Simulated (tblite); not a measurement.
Parent: `[CH3:1][C@@H:2]([F:3])[CH2:4][SiH2:5][F:6]` with C1–C2–C4–Si5 -171°, C2–C4–Si5–F6 -174°, C3H8F2Si.

Structures optimised with GFN2-xTB, isolated species. One conformer each, not checked by frequencies here.

```tsv
coordinate of the parent	value
C1–C2	1.521 Å
C2–F3	1.391 Å
C2–C4	1.521 Å
C4–Si5	1.902 Å
Si5–F6	1.615 Å
C1–C2–F3	108.3°
C1–C2–C4	113.4°
F3–C2–C4	108.7°
C2–C4–Si5	112.6°
C4–Si5–F6	105.5°
```

Q: How does the shared frame change in `[CH3:1][C@@H:2]([F:3])[CH2:4][SiH2:5][CH2:6][F:7]` with C1–C2–C4–Si5 -174°, C2–C4–Si5–C6 -174°, C4–Si5–C6–F7 56°, C4H10F2Si? Atoms pair as C1 = C1, C2 = C2, F3 = F3, C4 = C4, Si5 = Si5 (parent first).

A: 
| parent | relative | value in the relative | change |
| --- | --- | --- | --- |
| C1–C2 | C1–C2 | 1.521 Å | 0.000 |
| C2–F3 | C2–F3 | 1.390 Å | -0.001 |
| C2–C4 | C2–C4 | 1.521 Å | 0.000 |
| C4–Si5 | C4–Si5 | 1.906 Å | +0.004 |
| C1–C2–F3 | C1–C2–F3 | 108.4° | +0.1 |
| C1–C2–C4 | C1–C2–C4 | 113.4° | 0.0 |
| F3–C2–C4 | F3–C2–C4 | 108.6° | -0.1 |
| C2–C4–Si5 | C2–C4–Si5 | 112.2° | -0.4 |

Of the parent's bonds, C4–Si5 changes most (+0.004 Å). Bonds of the relative outside the shared frame: Si5–C6 1.920, C6–F7 1.383 Å. Point group C1 → C1.

All values are computed, not measured.
